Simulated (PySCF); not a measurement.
Run record: geometry optimisation, `S[Si](I)(I)I` (I3Si(SH)).

Computed with PBE0-D3(BJ)/def2-SVP geometry optimisation, gas phase, def2 core potentials past Kr (PySCF 2.14.0). Start geometry: GFN2-xTB. A driver script takes a list of jobs; this job's settings line and coordinates (Å) are shown.

Input:
```
{"job": {"xc": "PBE0", "basis": "def2-SVP", "d3": "d3bj", "grid": 1, "maxiter": 30, "shake": 0.01, "kind": "geom"}, "charge": 0, "multiplicity": 1}
S      1.674320    -0.807980    -0.163660
Si    -0.374970    -0.061840    -0.105400
I     -1.171660     0.157470     2.226220
I     -0.518540     2.156780    -1.201870
I     -1.757320    -1.705680    -1.314940
H      2.172330     0.231230     0.514980
```

Output:
```
step   0  E = -1581.11629620  max force = 0.017675
step   1  E = -1581.11764204  max force = 0.003187
step   2  E = -1581.11780576  max force = 0.001137
step   3  E = -1581.11789198  max force = 0.000704
step   4  E = -1581.11792842  max force = 0.000438
step   5  E = -1581.11796506  max force = 0.000465
step   6  E = -1581.11798969  max force = 0.000291
step   7  E = -1581.11799334  max force = 0.000138
optimisation converged
```

Energies in Eh; «max force» is the largest Cartesian gradient component in Eh/bohr.

Problem. How much energy does the optimisation release, in eV?

Solution. E(step 0) − E(last step) = 0.001697 Eh, which is 0.046 eV.

In short: final energy -1581.11799 Eh after 7 steps; dipole 0.94 D.

The run took 96 s wall on one thread of an Arm Neoverse V1, shared host, and the process peaked at 0.59 GiB of memory.
Labels such as C1 count atoms from 1, the log's own numbers from 0.
